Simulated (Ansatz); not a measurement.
The same path of C₃H₅BrO (10 atoms, charge 0, multiplicity 1) was run 3 times with different band settings. The coordinate that changes most is the dihedral H6–O1–C2–C3.

These are results of RKS PBE/def2-SVP in Ansatz, not measurements.

Relaxed end points:

```xyz
10
Properties=species:S:1:pos:R:3
O 0.301 -1.909 0.726
C 0.773 -0.770 0.023
C -0.353 0.096 -0.478
C -0.476 1.393 -0.148
Br -1.885 2.510 -0.742
H -0.250 -1.576 1.460
H 1.347 -1.170 -0.841
H 1.488 -0.155 0.624
H -1.106 -0.394 -1.118
H 0.244 1.923 0.496
```

```xyz
10
Properties=species:S:1:pos:R:3
O 0.328 -1.688 1.080
C 0.740 -0.735 0.111
C -0.381 0.162 -0.353
C -0.400 1.486 -0.126
Br -1.793 2.640 -0.690
H -0.337 -2.265 0.662
H 1.204 -1.228 -0.782
H 1.539 -0.129 0.587
H -1.218 -0.312 -0.897
H 0.400 2.017 0.412
```

Common settings: spring 5.0 eV/Å²; optimiser quadratic models (default); start path IDPP; end points relaxed.

| run | movable images | climbing image | force threshold | iteration limit |
| --- | --- | --- | --- | --- |
| 1 | 7 | yes | 0.03 eV/Å | 42 |
| 2 | 3 | no | 0.03 eV/Å | 60 |
| 3 | 7 | yes | 0.2 eV/Å | 60 |

Problem. What does each run give, and how far can it be trusted?

Solution. Run 1: converged after 6 iterations, highest image 0.103 eV above the first end. A vibrational analysis at the climbing image gives one clearly imaginary mode, 324i cm⁻¹: a first-order saddle point.
Run 2: converged after 6 iterations, highest image 0.100 eV above the first end. No image climbed, so the highest image needn't sit at the top of the path. So few images can step over the top or miss a turn of the path.
Run 3: converged after 3 iterations, highest image 0.105 eV above the first end. The threshold of 0.2 eV/Å is loose, so the images may lie well off the minimum-energy path. Another band between the same ends (7 images) ends at a top of the same energy, where a vibrational analysis finds 1 clearly imaginary mode.
